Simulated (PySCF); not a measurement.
## Electron correlation in Pd²⁺ (palladium, charge +2)

[Kr] 4d7 5s1, high-spin 5F determinant (an excited configuration). All numbers are calculated (PySCF 2.14, scalar relativity through the core potential, in aug-cc-pwCVDZ-PP with ECP28MDF (6s6p5d3f, 70 functions)). Frozen: 4s2 4p6; 8 electrons correlated.

```csv
level,correlation energy (mhartree)
CCSD,-183.43
(T),-2.75
CCSD(T),-186.18
```

Diagnostics: T1 = 0.0053, D1 = 0.0201, largest double amplitude 0.021.

Cost of the coupled-cluster step: roughly 7 core-seconds, for 8 correlated electrons.

Iterations:

```
CC2 = 0
CCSD nocc = (np.int64(6), np.int64(2)), nmo = (66, 66)
frozen orbitals [[0, 1, 2, 3], [0, 1, 2, 3]]
max_cycle = 100
direct = 0
conv_tol = 1e-08
conv_tol_normt = 1e-06
diis_space = 8
diis_start_cycle = 0
Init t2, MP2 energy = -0.179994862452923
Init E_corr(UCCSD) = -0.179994862455074
cycle = 1  E_corr(UCCSD) = -0.182388898403106  dE = -0.00239403595  norm(t1,t2) = 0.0202027
cycle = 2  E_corr(UCCSD) = -0.183147978318315  dE = -0.000759079915  norm(t1,t2) = 0.00607682
cycle = 3  E_corr(UCCSD) = -0.183434242770878  dE = -0.000286264453  norm(t1,t2) = 0.00238699
cycle = 4  E_corr(UCCSD) = -0.183429768574543  dE = 4.47419633e-06  norm(t1,t2) = 0.000403461
cycle = 5  E_corr(UCCSD) = -0.183430793191691  dE = -1.02461715e-06  norm(t1,t2) = 7.68546e-05
cycle = 6  E_corr(UCCSD) = -0.183432008523884  dE = -1.21533219e-06  norm(t1,t2) = 1.63715e-05
cycle = 7  E_corr(UCCSD) = -0.183431885266726  dE = 1.23257158e-07  norm(t1,t2) = 3.78121e-06
cycle = 8  E_corr(UCCSD) = -0.18343185910093  dE = 2.61657966e-08  norm(t1,t2) = 7.27311e-07
cycle = 9  E_corr(UCCSD) = -0.183431860973431  dE = -1.8725009e-09  norm(t1,t2) = 2.23607e-07
UCCSD converged
E(UCCSD) = -125.7027976087077  E_corr = -0.1834318609734307
UCCSD(T) correction = -0.00274959430653806
```
